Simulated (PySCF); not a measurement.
Electron correlation in O⁺ (oxygen, charge +1)

[He] 2s2 2p3, high-spin 4S determinant. All numbers are calculated (PySCF 2.14, the spin-free X2C one-electron Hamiltonian (Gaussian nucleus), in cc-pVDZ-DK). Frozen: 1s2; 5 electrons correlated.

MP2 pair energies summed by pair of shells (mhartree):

```json
{"pair": "2s-2p", "energy": "-45.98", "share (%)": "65.8"}
{"pair": "2p-2p", "energy": "-16.52", "share (%)": "23.6"}
{"pair": "2s-2s", "energy": "-7.41", "share (%)": "10.6"}
```

Total MP2 correlation energy: -69.91 mhartree.

Same-spin part -19.53 and opposite-spin part -50.37 mhartree; SCS-MP2 scales them by 1/3 and 6/5 to -66.96 mhartree.

```json
{"level": "CCSD", "correlation energy (mhartree)": "-84.82"}
{"level": "(T)", "correlation energy (mhartree)": "-0.53"}
{"level": "CCSD(T)", "correlation energy (mhartree)": "-85.35"}
```

Diagnostics: T1 = 0.0036, D1 = 0.0066, largest double amplitude 0.035.

**Question.** Is a single reference adequate?

**Answer.** Yes: T1 lies below 0.03 and no double amplitude reaches 0.07.
